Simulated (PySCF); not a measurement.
**Relaxation of quartet TcOCl₂**

Method: UPBE/[Tc def2-SVP with ECP28, O def2-SVP, Cl def2-SVP], scalar-relativistic core potentials, density fitting, no spin–orbit coupling, PySCF. A (50,194) grid was used.

A hand-made trigonal pyramidal start, of Cs symmetry, held to at least that symmetry:

```xyz
4
charge 0 multiplicity 4, angstrom
Tc   -0.1220   -0.2113   -0.4751
O    -0.9034   -1.5647    0.3559
Cl    1.8823   -0.2113    0.5906
Cl   -1.1241    1.5245    0.5906
```

Task: What forces act on the atoms at the start (eV/Å)?

Result: 
| atom | Fx | Fy | Fz |
| --- | --- | --- | --- |
| Tc1 | -1.35 | -2.33 | 3.49 |
| O2 | 1.15 | 1.98 | -2.27 |
| Cl3 | 0.10 | 0.18 | -0.60 |
| Cl4 | 0.11 | 0.17 | -0.61 |

Task: What does it relax to?

Result: It ends at C2v with Tc–Cl 2.257 Å (×2), Tc–O 1.690 Å; Cl–Tc–Cl 129.2°, Cl–Tc–O 115.4° (×2). The frequency run here used a shortcut that can spoil soft modes, so no verdict on minimum or saddle point is given.

Task: How much energy is released, and in how many steps?

Result: 86.4 kJ/mol in 10 steps.

Other spin states or occupations of the open shell can lie lower. At this level a doublet minimum of C2v symmetry lies 21 kJ/mol below this structure.

The relaxation took about 60 core-seconds on a shared host.
